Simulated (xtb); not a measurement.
xtb input:

```bash
xtb mol.xyz --gfn 1 --sp --chrg 1 --uhf 0
```
mol.xyz:
```
14

Si    -0.22351127    -0.88513027     1.16889093
O      1.47588268    -0.43203066     0.81145398
Si     2.02510811     0.62245955    -0.53344229
O     -0.93418438    -0.08347192    -0.00280627
Si    -2.15415746     0.49377371    -1.01226473
H     -0.43857542    -0.36462954     2.52152018
H     -0.22509294    -2.34454765     1.03788263
H      1.58504835    -0.06836271    -1.74747420
H      1.37556447     1.91096871    -0.28347751
H      3.47468206     0.60521292    -0.30283231
H     -3.06454855     1.29689885    -0.18055329
H     -1.45839445     1.30859548    -2.02291438
H     -2.82013910    -0.67711084    -1.60530426
H      2.17371782    -0.77844611     1.38939676
```

Task: Which total energy does the run end on?

Result: -19.66049 Eh (GFN1-xTB).

It need not be the lowest isomer of its formula.
